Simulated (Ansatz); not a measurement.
Geometry optimisation, Ansatz 0.2.0, UHF/def2-SVP.

Input file:

```yaml
crystal:
  periodic: [false, false, false]
  atoms:
    - { symbol: H, position_ang: [-0.187274, 0.152437, 0.007314] }
    - { symbol: Sn, position_ang: [0.786237, 1.55096, 0.061495] }
    - { symbol: C, position_ang: [-1.083416, -2.055178, -0.143086] }
    - { symbol: F, position_ang: [-0.319819, -2.204004, 0.925043] }
    - { symbol: H, position_ang: [2.414128, 1.122409, -0.238915] }
    - { symbol: H, position_ang: [0.268095, 2.650566, -1.144151] }
    - { symbol: H, position_ang: [0.659631, 2.295816, 1.596706] }
    - { symbol: H, position_ang: [-1.986508, -1.484503, 0.019433] }
    - { symbol: H, position_ang: [-0.550874, -2.028403, -1.083738] }
magnetization:
  spin_polarized: true
  initial_magnetization: 1
basis:
  gaussian: { orbitals: def2-SVP }
hamiltonian:
  xc: hf
relax:
  f_tol: 0.03
  max_steps: 50
output:
  orbitals: {}
```

Command:

```bash
$ ansatz run input.yaml --threads 2 --pin off --max-ram 3072MiB --backend cpu --events-out ev --progress --plain --runs-dir out
```

Q: Where does it end, and by what steps?

A: The forces met the threshold. The force dipped under the threshold on the way, but the program's further checks kept it going. After 28 steps the energy has fallen by 0.189 eV; H1 moved furthest, 1.44 Å.

```tsv
step	energy less start (eV)	largest force component (eV/Å)	accepted
0	0.0000	0.409	yes
1	-0.0744	0.288	yes
2	-0.1169	0.091	yes
3	-0.1309	0.046	yes
4	-0.1358	0.060	yes
5	-0.1385	0.084	yes
6	-0.1396	0.103	yes
7	-0.1403	0.065	yes
8	-0.1407	0.112	yes
9	-0.1411	0.069	yes
10	-0.1412	0.055	yes
11	-0.1415	0.080	yes
12	-0.1370	0.504	no
13	-0.1419	0.027	yes
14	-0.1428	0.062	yes
15	-0.1435	0.106	yes
16	-0.1444	0.077	yes
17	-0.1456	0.079	yes
18	-0.1487	0.047	yes
19	-0.1492	0.182	yes
20	-0.1533	0.120	yes
21	-0.1566	0.132	yes
22	-0.1646	0.167	yes
23	-0.1677	0.234	yes
24	-0.1788	0.248	yes
25	-0.1841	0.217	yes
26	-0.1883	0.020	yes
27	-0.1889	0.033	yes
28	-0.1890	0.025	yes
```

```xyz
9
Properties=species:S:1:pos:R:3
H -0.624 1.178 -0.907
Sn 0.757 1.700 -0.045
C -0.987 -2.310 0.096
F -0.120 -1.563 0.763
H 2.079 0.678 -0.390
H 1.139 3.293 -0.548
H 0.426 1.711 1.630
H -2.023 -2.062 0.284
H -0.647 -2.625 -0.882
```

The run took 34 s on 2 threads of Intel(R) Xeon(R) CPU @ 2.60GHz (Ice Lake), on a shared host, peak memory 0.23 GiB.
